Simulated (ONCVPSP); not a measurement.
**Ranking ONCV potentials for arsenic**

All share these settings but for the change named:

ONCVPSP 4.0.1 input, shortened (lines: element, Z, core and valence counts, functional; n l f; lmax; l rc ep ncon nbas qcut; lloc lpopt rc5 dvloc0; l nproj debl; icmod fcfact rcfact), PBE, scalar-relativistic:

```
  As 33.00    3    5        4      upf
    1    0    2.00
    2    0    2.00
    2    1    6.00
    3    0    2.00
    3    1    6.00
    3    2   10.00
    4    0    2.00
    4    1    3.00
    2
    0    1.20    0.00    4    8   11.80
    1    1.00    0.00    4    9   16.10
    2    0.90    0.00    4    9   16.00
    4    5    0.90    3.00
    0    2    3.60
    1    2    2.50
    2    1    0.80
    0    0.00    0.00
```

Cutoff: the first of the cutoffs (Ha) at which the residual kinetic energy of the hardest occupied pseudo-wave falls to 1 and 0.1 mHa per electron; the density cutoff is not measured.

The base gives 113 Ha.

Of 9 variants that were run, those that failed, showed a ghost or another fault, or gave nearly equal values are left out.

A variant can come out equal or close to the base.

(1) Rank these variants from softest to hardest (loose cutoff).
A. all radii scaled by about 0.83 (s 1.00, p 0.82, d 0.74 bohr); local potential polynomial inside 0.74 bohr (lpopt 5, dvloc0 3 Ha)
B. all radii scaled by about 1.26 (s 1.50, p 1.26, d 1.14 bohr); local potential polynomial inside 1.14 bohr (lpopt 5, dvloc0 3 Ha)
C. all radii scaled by about 0.78 (s 0.94, p 0.78, d 0.70 bohr); local potential polynomial inside 0.70 bohr (lpopt 5, dvloc0 3 Ha)
D. all radii scaled by about 0.96 (s 1.16, p 0.96, d 0.86 bohr); local potential polynomial inside 0.86 bohr (lpopt 5, dvloc0 3 Ha)

Answers

(1) B (93 Ha), D (117 Ha), A (248 Ha), C (430 Ha).
